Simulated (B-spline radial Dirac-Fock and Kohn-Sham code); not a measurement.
K-line shifts caused by a second vacancy in Eu³⁺

System: the Eu³⁺ ion in the configuration [Xe] 4f5 5d1 (not the ground configuration).

Level of theory: relaxed Dirac-Fock hole states (ΔSCF) with Breit and QED corrections and a finite nucleus; a radial B-spline solver. Each two-hole energy is an average over J within one jj subconfiguration, not an observable level; in light atoms, where LS coupling holds, the j-resolved values are not observed lines, and for a K spectator the Kα1 hypersatellite is nearly forbidden. Electron correlation is not included.

Lines without a spectator: Kα2 (K-L2) 40898.2 eV, Kα1 (K-L3) 41538.5 eV, Kβ3 (K-M2) 46896.4 eV, Kβ1 (K-M3) 47029.1 eV. Shifts in eV with one spectator hole (a dash: not computed, or left out as unreliable):

```tsv
spectator hole	Kα2	Kα1	Kβ3	Kβ1
K (1s)	+778.8	+820.0	+1002.2	+1011.5
L2 (2p1/2)	+93.1	+121.3	–	+243.5
L3 (2p3/2)	+80.1	+83.9	+199.2	–
M2 (3p1/2)	–	+17.04	+35.6	+42.5
M3 (3p3/2)	+10.77	–	+33.2	+33.0
M4 (3d3/2)	+3.11	-0.21	–	–
M5 (3d5/2)	-1.33	+1.67	–	–
```
